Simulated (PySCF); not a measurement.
Members of the series CXY, Y = fluoro; each row names its spin state. All species are isolated molecules in the gas phase. One relaxed conformer stands for each flexible species; it need not be the lowest. Strings in code marks are SMILES.

The numbers are results of PySCF with PBE0-D3(BJ)/def2-TZVP, not measurements. 

| species | highest occupied spin orbital (eV) | dipole moment (D) |
|---|---|---|
| X = fluoro, multiplicity 3 (`[C](F)F` (excited triplet)) | -6.14 | 0.35 |
| X = chloro, multiplicity 1 (`F[C]Cl` (lower singlet)) | – | 0.85 |
| X = vinyl, multiplicity 3 (`C=C[C]F` (triplet; the order of the spin states depends on the level; C–C–C–F torsion 0°)) | ? | – |
| X = AlH2, multiplicity 3 (`[AlH2][C]F` (lower triplet)) | -6.77 | – |

Task: What belongs in the gaps?

Result: 
- X = vinyl, multiplicity 3 (`C=C[C]F` (triplet; the order of the spin states depends on the level; C–C–C–F torsion 0°)), highest occupied spin orbital (eV): -5.97
